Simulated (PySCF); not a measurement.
## Polarisability and C₆ of Be (beryllium, neutral)

[He] 2s2, closed-shell 1S. Computed with PySCF 2.14 in aug-cc-pVTZ-DK, with the spin-free X2C one-electron Hamiltonian (Gaussian nucleus). Coupled (time-dependent) response in atomic units; α is the mean over directions.

```tsv
method	mean α (bohr³)	C₆ (like pair)	S(−4)
UHF	45.42	281.4	1408
PBE	42.93	259.0	1260
PBE0	43.02	259.9	1262
M06	43.71	250.6	1474
MN15	44.55	258.6	1529
```

S(−4) is the Cauchy moment in α(ω) = α(0) + S(−4) ω² + …

Reference α: 37.74 ± 0.03 bohr³ (recommended; Schwerdtfeger and Nagle, table of static dipole polarizabilities (2023 update)). Published C₆: 227.0 (Chu and Dalgarno (2004); Tang, Norbeck and Certain (1976)).

Hartree-Fock lies above the reference because it lacks correlation, which contracts the outer shell.

α(iu) at UHF:

```csv
u (hartree),α(iu) (bohr³)
0,45.42
0.0500,42.15
0.100,34.71
0.200,20.47
0.300,12.28
0.500,5.534
0.750,2.762
1.00,1.664
1.50,0.8057
2.00,0.4802
3.00,0.2324
5.00,0.09356
```
